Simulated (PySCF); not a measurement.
r²SCAN beside CCSD(T) along the fifth-period p block: bonds to Cs

r²SCAN and CCSD(T) in PySCF with def2-SVP on every atom (core potentials on Sn, Sb, Te, I, Cs), for the lowest determinant that a PBE0 search found; no spin–orbit coupling.

| molecule | state (unpaired electrons) | r²SCAN Re (Å) | r²SCAN ωe (cm⁻¹) | r²SCAN De (eV) | CCSD(T) Re (Å) | CCSD(T) ωe (cm⁻¹) | CCSD(T) De (eV) |
| --- | --- | --- | --- | --- | --- | --- | --- |
| CsSn | quartet (σ ↑, π ↑↑) | 3.601 | 87.4 | 1.59 | 3.644 | 89.5 | 1.25 |
| CsSb | triplet (π ↑↑) | 3.693 | 90.1 | 1.17 | 3.733 | 88.2 | 0.65 |
| CsTe | doublet (π ↑) | 3.520 | 106 | 2.33 | 3.552 | 107 | 1.85 |
| CsI | singlet (closed shell) | 3.403 | 117 | 3.62 | ? | ? | ? |

Problem. Estimate the CCSD(T) values of CsI by adding the mean shift from r²SCAN to CCSD(T) of the other rows, and compare with the calculation.

Solution. The mean shifts are +3.8 pm, +0 cm⁻¹ and -0.45 eV, which give 3.441 Å, 117 cm⁻¹ and 3.17 eV. CCSD(T)/def2-SVP gives Re = 3.433 Å, ωe = 117 cm⁻¹, De = 3.16 eV.

Problem. What are the mean differences of r²SCAN from CCSD(T) over the whole series?

Solution. Re -3.6 pm, ωe -0 cm⁻¹, De +0.45 eV.

In a basis of this size CCSD(T) is itself not converged; it tends to give bonds that are too long and too weak.

Correlated steps freeze 4 core orbitals. Correlated levels converge slowly with the basis: in double zeta they bind strong bonds too weakly, by up to about 1 eV, and carry superposition errors of some tenths. Spin–orbit coupling is left out, which matters for elements this heavy, above all for dissociation energies. Where the molecule has an RHF reference, its open-shell atoms are computed with UHF. States were picked by a PBE0 search and need not be the measured ground states.
